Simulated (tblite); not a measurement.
Species: C₅H₁₂Si₂.
Numbering: `[CH2:1]1[SiH2:2][CH:3]([CH:4]2[CH2:5][CH2:6]2)[SiH2:7]1` (hydrogens: H8, H9 on C1; H10, H11 on Si2; H12 on C3; H13 on C4; H14, H15 on C5; H16, H17 on C6; H18, H19 on Si7)

Computed with GFN2-xTB (tblite), gas phase: nudged elastic band of 9 images (0 to 8), spring 0.2 eV/Å², climbing image at the end, force threshold 0.05 eV/Å. No saddle search or frequency run followed, so the top image need not be a first-order saddle, and its height can exceed the method's true barrier by a kcal/mol or more.

The band describes a rotation about C3–C4 (sp3 carbon bound to silicon, three-membered-ring carbon), followed by the dihedral Si2–C3–C4–C5, from the optimised start (32°) to a second optimised geometry at 161°.

Problem. How does the energy change from image to image?

Solution. 
| image | dihedral (°) | E (kcal/mol) | C3–C4 (Å) | Si2···C5 (Å) | largest true force (eV/Å) |
| --- | --- | --- | --- | --- | --- |
| 0 | 32 | 0.00 | 1.504 | 3.39 | 0.01 |
| 1 | 49 | 0.67 | 1.505 | 3.53 | 0.04 |
| 2 | 65 | 1.72 | 1.508 | 3.69 | 0.05 |
| 3 | 82 | 2.32 | 1.511 | 3.83 | 0.04 |
| 4 | 98 | 2.21 | 1.512 | 3.96 | 0.04 |
| 5 | 114 | 1.69 | 1.510 | 4.09 | 0.04 |
| 6 | 131 | 0.98 | 1.506 | 4.20 | 0.04 |
| 7 | 147 | 0.35 | 1.503 | 4.29 | 0.03 |
| 8 | 161 | 0.06 | 1.502 | 4.32 | 0.01 |

Barriers of this band. The top is image 3 at 82°: 2.32 kcal/mol forward and 2.26 kcal/mol back; the end lies 0.06 kcal/mol above the start. The central bond is 0.007 Å longer at the top than at the start.

Problem. What rate follows at 350 K for crossing this barrier forward?

Solution. Taking the electronic barrier for the free energy of activation (no zero-point or entropy terms, transmission 1), rate = (kT/h)·exp(−ΔE/kT) ≈ 3 × 10^11 s⁻¹, whose inverse is 4 × 10^-12 s. An error of 1 kcal/mol in the barrier changes this by a factor of 4, and the method and the loose band can each miss by that much or more. The barrier is only 3.3 kT, where transition-state theory is rough.

What follows is the cost of the whole band run. Time: 2.3 s of wall time; peak memory 0.19 GiB. Hardware: an AMD EPYC 9R45 with one thread, shared host.
